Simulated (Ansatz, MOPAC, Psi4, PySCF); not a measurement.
Species: 1,1,1,2-tetrafluoroethane, C$_{2}$H$_{2}$F$_{4}$, net charge 0, singlet state. SMILES: C(C(F)(F)F)F
Geometry from a B3LYP-D3(BJ)/def2-TZVP (Ansatz, a first-principles code) optimisation:
```xyz
8

F     -1.6811    -0.9996     0.1245
C     -1.1517     0.2566    -0.0625
C      0.3646     0.1829    -0.0217
F      0.8538    -0.6115    -0.9848
F      0.8125    -0.2755     1.1561
F      0.8677     1.4206    -0.2063
H     -1.4937     0.9174     0.7350
H     -1.4596     0.6393    -1.0362
```

Wanted: size of the dipole moment, in D. Terms: spin-orbit terms left out; 6-31G* and kin with 6d, 5d where marked; no dispersion term unless named; LANL2DZ all-electron up to Ne; non-relativistic; 6-311+G** with 5d. Ab initio and DFT rows: single points at B3LYP-D3(BJ) geometries (Ansatz). Semi-empirical rows: dipoles at the shared geometry.

```
level             program  size of the dipole moment (D)
----------------  -------  -----------------------------
PM3                 MOPAC                           1.91
PBE/LANL2DZ        Ansatz                           2.39
PBE/def2-SVP       Ansatz                           1.77
PBE/6-311+G**      Ansatz                           2.07
BP86/6-31G* (5d)    PySCF                           1.66
B3LYP/6-31G*       Ansatz                           1.80
B3LYP/6-31G**      Ansatz                           1.80
PBE0/6-311+G**     Ansatz                           2.21
wB97X-D/6-31G*       Psi4                           1.90
```

No value to compare with is used here. The 9 habitual levels span 1.66 (BP86/6-31G* (5d)) to 2.39 D (PBE/LANL2DZ).

The levels are drawn from those run, B3LYP/6-31G* more often than the rest, none by its result; left out are runs that failed, that the program found above a lower state of the same kind, or whose <S^2> lies over 0.5 above the pure value.
